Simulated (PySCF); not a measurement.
## Exercise with solution: entropy of an ideal gas

bromotrifluoromethane (CBrF3), SMILES FC(F)(F)Br.

Geometry: PBE-D3(BJ)/def2-SVP.

PBE-D3(BJ)/def2-SVP run with PySCF 2.14.0 gives the harmonic wavenumbers 292, 292, 328, 535, 535, 741, 1049, 1211, 1211 cm⁻¹ and the rotational temperatures 0.2703, 0.0976, 0.0976 K. The molar mass is 148.91 g/mol, the symmetry number 3, the spin multiplicity 1.

Task: Work out the entropy at 298.15 K and 1 atm in the rigid-rotor, harmonic-oscillator model.

Result: 
Translation (Sackur–Tetrode at 1 atm): S = R[1.5 ln M + 2.5 ln T − 1.16487] = 171.1 J/(mol K).
Rotation: q = (√π/σ) T^1.5/√(θA θB θC) = 59900, S = R[ln q + 3/2] = 103.9 J/(mol K).
Vibration: with u = 1.4388 ν/T, each mode gives R[u/(e^u − 1) − ln(1 − e^−u)]:
```csv
ν (cm⁻¹),modes,u,S (J/(mol K))
292,2,1.41,12.24
328,1,1.58,5.31
535,2,2.58,4.82
741,1,3.58,1.09
1049,1,5.06,0.32
1211,2,5.84,0.33
```
These are all the modes. Sum 24.1 J/(mol K).
Spin: R ln 1 = 0.0 J/(mol K).
Total 299.2 J/(mol K); the program's own thermochemistry gives 299.2. Translation makes up 57 % and vibration 8 %. Anharmonicity, hindered rotation and orbital degeneracy are left out.
